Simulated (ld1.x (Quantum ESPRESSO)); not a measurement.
## Transferability test, TM potential for rhodium

- Element: Rh (Z = 45)
- Generator: ld1.x (Quantum ESPRESSO) 7.5
- Type: norm-conserving Troullier–Martins (Kleinman–Bylander form)
- Functional: LDA (PZ)
- Relativity: fully relativistic
- Frozen core: [Ar] 3d10 4s2
- Valence charge: 15
- Reference configuration: 4p6 4d8 5s0.75 5p0 (charge +0.25)
- Partial waves: 4p (bound): rc 1.15 bohr; 4d (bound): rc 1.10 bohr; 5s (bound): rc 2.80 bohr
- Local potential: the s channel
- Core correction: a·sin(br)/r model core, default radius (core density twice the valence density)

Open shells are filled in proportion to 2j + 1 (rel_dist='average').

Energies are relative to the spin-unpolarised reference configuration 4p6 4d8 5s0.75 5p0; without spin polarisation the order of configurations can differ from experiment.

| valence configuration | charge | ΔE all-electron (eV) | error AE − PS (meV) |
| --- | --- | --- | --- |
| 4p6 4d8 5s1 5p0 | 0 | -1.341 | -0.4 |
| 4p6 4d8 5s0 5p0 | +1 | 6.451 | -6.1 |
| 4p6 4d7 5s0 5p0 | +2 | 26.219 | -76 |
| 4p6 4d5 5s0 5p0 | +4 | 106.096 | -948 |
| 4p6 4d7 5s1 5p1 | 0 | 5.275 | -745 |
| 4p6 4d8.5 5s0.5 5p0 | 0 | -1.934 | -13 |

(1) What are ΔE and the potential's error for 4p6 4d8 5s0 5p1?

Levels in the configuration 4p6 4d5 5s0 5p0:

```csv
level,all-electron (eV),pseudo (eV)
4p j=1/2,-105.169,-106.346
4p j=3/2,-100.995,-102.124
4d j=3/2,-55.097,-55.808
4d j=5/2,-54.554,-55.252
```

## Answers

(1) ΔE = 2.393 eV all-electron; the error (AE − PS) is -482 meV.

These tests converged, but a pseudo level misses the all-electron one widely, so the file describes the atom poorly there or has found another state: 4p6 4d5 5s0 5p0: empty 5p by 4.2 eV.
